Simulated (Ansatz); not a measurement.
Problem. Predict a relaxed structure of Eu(NH2)3 (EuN₃H₆), charge 0, septet, at r2SCAN-D4/def2-SVP (Ansatz).

Solution. 
Cartesian coordinates in Å:
```
Eu -0.0008 0.0090 -0.0042
N -1.0207 0.8274 1.8508
H -1.8057 0.4219 2.3690
H -0.8048 1.6840 2.3689
N 2.2345 0.2832 -0.2872
H 2.7487 0.4292 -1.1609
H 2.9671 0.2855 0.4286
N -1.2140 -1.1049 -1.5658
H -2.1794 -0.9321 -1.8605
H -0.9249 -1.9032 -2.1386
```
Point group D3 (tolerance 0.1 Å). The metal has 3 neighbours: N 2.27 Å, N 2.27 Å, N 2.27 Å. This is one stationary point.

In the def2 sets Eu takes a core potential; there is no spin–orbit coupling. With an open 4f shell the SCF may have ended on a state above the lowest. The charge 0 septet is spin-contaminated (final ⟨S²⟩ up to 12.39, 12.00 for a pure state).
